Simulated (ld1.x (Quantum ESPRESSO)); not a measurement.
# cerium (Ce): variants of one TM potential

Base potential:

| Property | Result |
| --- | --- |
| Element | cerium |
| Generator | ld1.x (Quantum ESPRESSO) 7.5 |
| Type | norm-conserving Troullier–Martins (Kleinman–Bylander form) |
| Functional | PBE |
| Relativity | scalar-relativistic |
| Frozen core | [Kr] 4d10 4f1 |
| Valence charge | 11 |
| Reference configuration | 5s2 5p6 5d1 6s1 6p1 |
| Partial waves | 5p (bound): rc 2.35 bohr; 5d (bound): rc 2.20 bohr; 5f channel at 0.05 Ry: rc 2.30 bohr; 5s (bound): rc 2.10 bohr |
| Local potential | the s channel |
| Core correction | none |

Occupied shells without a wave of their own: 6p, 6s. They enter only through the test configuration that unscreens the potential.

Cutoffs, loose and tight: the cutoffs (Ry, on a coarse ladder) from which the occupation-weighted sum of valence levels, in a spherical-Bessel basis at the reference potential, stays within 10 and 1 mRy of its value at 400 Ry. They do not see the model core or the augmentation charge, which bear on the density cutoff. Test errors are all-electron minus pseudo excitation energies from the reference, over the configurations 5s2 5p6 5d1 6s2 6p0; 5s2 5p6 5d1 6s1 6p0; 5s2 5p6 5d1 6s0 6p0; 5s2 5p6 5d0 6s0 6p0; 5s2 5p6 5d0 6s2 6p1; 5s2 5p6 5d1 6s0 6p2; 5s2 5p6 5d0 6s2 6p0. A dash means not determined; rows that change the core or the reference have their own tests.

A true bound ghost makes a file unfit for plane-wave use even where its test errors are small: the radial tests pick states by their node count and pass the ghost by.

On the changes marked as counting shells twice: ld1.x takes every shell without a wave as core, so the model core holds the marked electrons as well and exchange and correlation see them twice. This cancels in the reference configuration, but the file is broken for other ones, and its errors say nothing about a proper core correction.

```csv
change,outcome,"cutoff, loose","cutoff, tight",bound ghosts,largest test error (meV)
base,"generated, misses its reference levels by 0.39 eV",35 Ry,45 Ry,f,-1036
"core correction a·sin(br)/r model core inside 0.84 bohr (6p, 6s counted twice)","generated, misses its reference levels by 0.39 eV",35 Ry,45 Ry,f,-1729
"core correction a·sin(br)/r model core inside 1.20 bohr (6p, 6s counted twice)","generated, misses its reference levels by 0.39 eV",35 Ry,45 Ry,f,-1728
"core correction a·sin(br)/r model core inside 1.36 bohr (6p, 6s counted twice)","generated, misses its reference levels by 0.39 eV",35 Ry,45 Ry,f,-1728
"core correction a·sin(br)/r model core inside 1.70 bohr (6p, 6s counted twice)","generated, misses its reference levels by 0.39 eV",35 Ry,45 Ry,f,-1729
"core correction a·sin(br)/r model core inside 1.90 bohr (6p, 6s counted twice)","generated, misses its reference levels by 0.39 eV",35 Ry,45 Ry,f,-1729
"core correction a·sin(br)/r model core inside 2.28 bohr (6p, 6s counted twice)","generated, misses its reference levels by 0.39 eV",35 Ry,45 Ry,f,-1727
"core correction full core density, not smoothed (it rises at the typed radius of 2.50 bohr, so ld1.x skipped the fit) (6p, 6s counted twice)","generated, misses its reference levels by 0.39 eV",35 Ry,45 Ry,f,-1729
```
